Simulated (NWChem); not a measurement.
Relativistic effects in IIn

```xyz
2

In     0.0000     0.0000    -1.4660
I      0.0000     0.0000     1.3554
```
Charge 0, spin multiplicity 1.

Everything below was run with NWChem. The geometry was optimised at B3LYP/def2-SVP with def2 effective core potentials on In, I, a minimum by its harmonic frequencies.

Functional PBE, all-electron basis x2c-SVPall-2c, contracted for the X2C Hamiltonian and used here with ZORA. The ion keeps the geometry and has multiplicity 2 in the scalar run; the spin-orbit run starts from the same electron counts.

Costs are rough ratios of processor time within this set of runs, SCF included, with scalar ZORA as 1.

The structure started from a generated list of species. The stability of the SCF solutions was not checked.

```json
[
 {"Hamiltonian": "scalar ZORA", "ΔSCF ionisation energy (eV)": "8.81", "HOMO (eV)": "-5.88", "LUMO (eV)": "-2.59", "gap (eV)": "3.29", "relative cost": "1"},
 {"Hamiltonian": "spin-orbit ZORA", "ΔSCF ionisation energy (eV)": "8.67", "HOMO (eV)": "-5.67", "LUMO (eV)": "-2.71", "gap (eV)": "2.96", "relative cost": "under 3"}
]
```

From scalar ZORA to spin-orbit ZORA the ionisation energy falls by 0.15 eV.
